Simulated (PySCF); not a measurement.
B3LYP has the VWN-RPA correlation part, as in Gaussian. 

**C₃H₂O, SMILES `C#CC=O` (charge 0, multiplicity 1)**

Calculation: B3LYP-D3(BJ)/def2-TZVP run with PySCF.

| Quantity | Result |
|---|---|
| HOMO | -7.95 eV |
| dipole moment | 2.95 D |
| HOMO–LUMO gap | 5.52 eV |
| LUMO | -2.43 eV |
| total energy | -190.7355 Ha |
| cost | about 23 core-seconds (a rough figure) |

Bond lengths (Å): C1–C2 1.202, C1–H5 1.063, C2–C3 1.445, C3–O4 1.206, C3–H6 1.105. Bond angles (°): C2–C1–H5 178.9, C1–C2–C3 177.5, C2–C3–O4 123.9, C2–C3–H6 114.5, O4–C3–H6 121.6.
